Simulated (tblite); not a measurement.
Compound: C16H20BN3.
SMILES with atom numbers: `[CH3:1][B:2]([CH3:3])[c:4]1[cH:5][cH:6][c:7](/[N:8]=[N:9]/[c:10]2[cH:11][cH:12][c:13]([N:14]([CH3:15])[CH3:16])[cH:17][cH:18]2)[cH:19][cH:20]1` (hydrogens: H21, H22, H23 on C1; H24, H25, H26 on C3; H27 on C5; H28 on C6; H29 on C11; H30 on C12; H31, H32, H33 on C15; H34, H35, H36 on C16; H37 on C17; H38 on C18; H39 on C19; H40 on C20)

Computed with GFN2-xTB (tblite), gas phase: L-BFGS steps from a force-field or distance-geometry start until the largest atomic force falls under 0.01 eV/Å.

Step 33: E = -1479.8558 eV
```
atom  x, y, z in Å  |  force x, y, z in eV/Å
C1     -6.7179    1.5259   -0.2700   -0.018  -0.004  -0.015
B2     -5.9956    0.1218   -0.3618    0.023   0.021  -0.030
C3     -6.8732   -1.1505   -0.6879    0.016  -0.009   0.028
C4     -4.4526    0.0374   -0.1684    0.021   0.006  -0.020
C5     -3.8100   -1.0680    0.4065    0.007  -0.021  -0.015
C6     -2.4465   -1.1099    0.6005    0.009   0.039  -0.009
C7     -1.6522   -0.0287    0.1943    0.025   0.024  -0.031
N8     -0.3043    0.0939    0.3731    0.050   0.015   0.020
N9      0.4588   -0.9269    0.3789   -0.065   0.010  -0.005
C10     1.7971   -0.6374    0.5078   -0.022  -0.022  -0.033
C11     2.7231   -1.6711    0.3307   -0.011  -0.015   0.020
C12     4.0678   -1.4048    0.2419    0.006  -0.002  -0.026
C13     4.5638   -0.0880    0.3036    0.011   0.006   0.011
N14     5.8698    0.1942    0.0148    0.034  -0.013   0.018
C15     6.4499    1.4952    0.2392   -0.001  -0.001   0.014
C16     6.8091   -0.8761   -0.2170    0.011  -0.028   0.005
C17     3.6374    0.9223    0.6250    0.005   0.033  -0.009
C18     2.2994    0.6562    0.7160   -0.027   0.004  -0.002
C19    -2.2750    1.0874   -0.3880   -0.014  -0.022  -0.020
C20    -3.6361    1.1079   -0.5660    0.006   0.005   0.009
H21    -6.9346    1.8788   -1.2793    0.004   0.010  -0.006
H22    -7.6803    1.4592    0.2329   -0.024   0.000   0.009
H23    -6.1357    2.3018    0.2218   -0.007  -0.025   0.010
H24    -7.6885   -0.9149   -1.3698    0.006  -0.032   0.003
H25    -6.3151   -1.9872   -1.1006    0.017   0.010  -0.016
H26    -7.3423   -1.5078    0.2287   -0.012  -0.008   0.036
H27    -4.4052   -1.9170    0.7105   -0.044  -0.008   0.043
H28    -1.9698   -1.9586    1.0712   -0.006   0.018  -0.029
H29     2.3672   -2.6861    0.2444   -0.035   0.002  -0.018
H30     4.7414   -2.2344    0.1084    0.014  -0.010  -0.027
H31     6.7863    1.6182    1.2750   -0.017   0.022   0.035
H32     5.7403    2.2845    0.0047    0.003  -0.014  -0.022
H33     7.3118    1.6214   -0.4164   -0.011  -0.014  -0.002
H34     7.7520   -0.4562   -0.5613   -0.001  -0.008   0.015
H35     7.0000   -1.4569    0.6920    0.019  -0.022   0.005
H36     6.4372   -1.5477   -0.9919    0.003   0.005  -0.008
H37     3.9569    1.9368    0.7898    0.068   0.052   0.011
H38     1.5965    1.4458    0.9286   -0.028   0.042  -0.009
H39    -1.6568    1.9136   -0.7122   -0.011  -0.052   0.022
H40    -4.0908    1.9653   -1.0420   -0.002   0.006   0.037
```

Step 34: E = -1479.8572 eV
```
atom  x, y, z in Å  |  force x, y, z in eV/Å
C1     -6.7203    1.5239   -0.2693   -0.010  -0.005  -0.015
B2     -5.9955    0.1204   -0.3629    0.006   0.036  -0.026
C3     -6.8737   -1.1526   -0.6865    0.023  -0.004   0.029
C4     -4.4514    0.0390   -0.1709   -0.015  -0.006  -0.033
C5     -3.8094   -1.0668    0.4048   -0.011   0.004  -0.017
C6     -2.4463   -1.1064    0.6010    0.002   0.021  -0.004
C7     -1.6523   -0.0254    0.1956    0.015   0.032  -0.033
N8     -0.3038    0.0981    0.3726    0.022   0.024   0.021
N9      0.4561   -0.9246    0.3780   -0.004  -0.017  -0.009
C10     1.7959   -0.6383    0.5038    0.006  -0.013  -0.015
C11     2.7225   -1.6721    0.3277   -0.005  -0.009   0.012
C12     4.0683   -1.4065    0.2422   -0.002   0.004  -0.020
C13     4.5650   -0.0894    0.3057   -0.006   0.003   0.003
N14     5.8721    0.1922    0.0207    0.013  -0.015   0.009
C15     6.4496    1.4953    0.2400    0.001  -0.009   0.022
C16     6.8114   -0.8771   -0.2164    0.004  -0.024   0.014
C17     3.6381    0.9222    0.6238    0.002   0.020  -0.002
C18     2.2997    0.6550    0.7143   -0.022   0.015  -0.015
C19    -2.2754    1.0896   -0.3871   -0.017  -0.010  -0.022
C20    -3.6359    1.1101   -0.5687   -0.007   0.002   0.021
H21    -6.9352    1.8787   -1.2786    0.011   0.009   0.002
H22    -7.6843    1.4579    0.2316   -0.004  -0.005   0.006
H23    -6.1368    2.2978    0.2248   -0.021  -0.024   0.004
H24    -7.6905   -0.9185   -1.3676    0.019  -0.033   0.008
H25    -6.3142   -1.9885   -1.0985    0.012   0.002  -0.022
H26    -7.3416   -1.5099    0.2308   -0.009  -0.004   0.035
H27    -4.4070   -1.9148    0.7085   -0.022  -0.001   0.041
H28    -1.9707   -1.9536    1.0739    0.008  -0.003  -0.021
H29     2.3659   -2.6868    0.2380   -0.028   0.006  -0.013
H30     4.7441   -2.2357    0.1116   -0.012   0.003  -0.027
H31     6.7825    1.6226    1.2761   -0.001   0.021   0.044
H32     5.7410    2.2848    0.0031   -0.002  -0.026  -0.038
H33     7.3124    1.6181   -0.4147   -0.006  -0.003   0.001
H34     7.7546   -0.4554   -0.5583   -0.008  -0.014   0.010
H35     7.0030   -1.4620    0.6897    0.018  -0.019   0.013
H36     6.4389   -1.5470   -0.9928    0.007   0.017  -0.012
H37     3.9593    1.9371    0.7878    0.046   0.023   0.011
H38     1.5951    1.4438    0.9262   -0.013   0.040  -0.010
H39    -1.6573    1.9163   -0.7075    0.005  -0.028   0.006
H40    -4.0907    1.9681   -1.0447    0.005  -0.010   0.044
```

Task: Estimate the geometry and energy of step 35. (The exact step hangs on the optimiser's Hessian estimate; all steps are aligned on step 34, rigid shifts and turns removed.)

Result: E = -1479.8582 eV, largest force 0.055 eV/Å
```
atom  x, y, z in Å  |  force x, y, z in eV/Å
C1     -6.7222    1.5228   -0.2691   -0.004  -0.003  -0.011
B2     -5.9955    0.1202   -0.3641   -0.011   0.027  -0.018
C3     -6.8738   -1.1540   -0.6852    0.021  -0.004   0.024
C4     -4.4508    0.0399   -0.1725   -0.036  -0.010  -0.039
C5     -3.8089   -1.0660    0.4034   -0.012   0.010  -0.009
C6     -2.4457   -1.1042    0.6012   -0.013   0.013  -0.009
C7     -1.6516   -0.0232    0.1957    0.003   0.010  -0.017
N8     -0.3026    0.1013    0.3724   -0.005   0.011   0.014
N9      0.4543   -0.9233    0.3774    0.038  -0.015  -0.009
C10     1.7952   -0.6387    0.5010    0.024   0.009   0.003
C11     2.7222   -1.6727    0.3261   -0.004  -0.003   0.000
C12     4.0686   -1.4074    0.2418   -0.008   0.009  -0.012
C13     4.5655   -0.0901    0.3070   -0.014   0.001  -0.004
N14     5.8735    0.1907    0.0246   -0.006  -0.014   0.010
C15     6.4494    1.4950    0.2410    0.006  -0.013   0.024
C16     6.8128   -0.8783   -0.2156   -0.001  -0.014   0.018
C17     3.6384    0.9228    0.6232   -0.005   0.007   0.002
C18     2.2994    0.6549    0.7131   -0.005   0.020  -0.025
C19    -2.2758    1.0901   -0.3871   -0.014   0.011  -0.022
C20    -3.6359    1.1115   -0.5698   -0.013  -0.008   0.025
H21    -6.9354    1.8791   -1.2783    0.011   0.009   0.003
H22    -7.6871    1.4578    0.2310    0.010  -0.011   0.000
H23    -6.1380    2.2951    0.2267   -0.026  -0.018   0.003
H24    -7.6916   -0.9221   -1.3663    0.027  -0.028   0.015
H25    -6.3136   -1.9892   -1.0978    0.010  -0.001  -0.016
H26    -7.3413   -1.5112    0.2327    0.001   0.000   0.026
H27    -4.4082   -1.9132    0.7083   -0.002   0.011   0.033
H28    -1.9710   -1.9511    1.0747    0.017  -0.012  -0.015
H29     2.3641   -2.6869    0.2341   -0.020   0.007  -0.009
H30     4.7457   -2.2364    0.1126   -0.030   0.014  -0.027
H31     6.7799    1.6254    1.2776    0.006   0.020   0.037
H32     5.7415    2.2845    0.0013   -0.005  -0.035  -0.042
H33     7.3123    1.6157   -0.4138    0.002   0.003   0.008
H34     7.7557   -0.4551   -0.5563   -0.006  -0.016   0.007
H35     7.0052   -1.4656    0.6887    0.014  -0.017   0.015
H36     6.4402   -1.5464   -0.9936    0.006   0.019  -0.012
H37     3.9620    1.9380    0.7868    0.022  -0.008   0.010
H38     1.5939    1.4438    0.9244    0.001   0.028  -0.013
H39    -1.6571    1.9163   -0.7044    0.017   0.001  -0.011
H40    -4.0902    1.9699   -1.0453    0.004  -0.012   0.044
```

The energy changes by -0.0010 eV. The first-order estimate −F·Δx gives -0.0014 eV and the mean of the old and new forces, exact on a quadratic surface, -0.0010 eV. The step makes an angle of 64° with the force vector and moves no atom by more than 0.004 Å.

The cost below is that of the whole relaxation. Time: 2.9 s wall, 4.4 s CPU. Hardware: 2 threads of an Arm Neoverse V1, shared host with 32 logical CPUs at a one-minute load of 13.
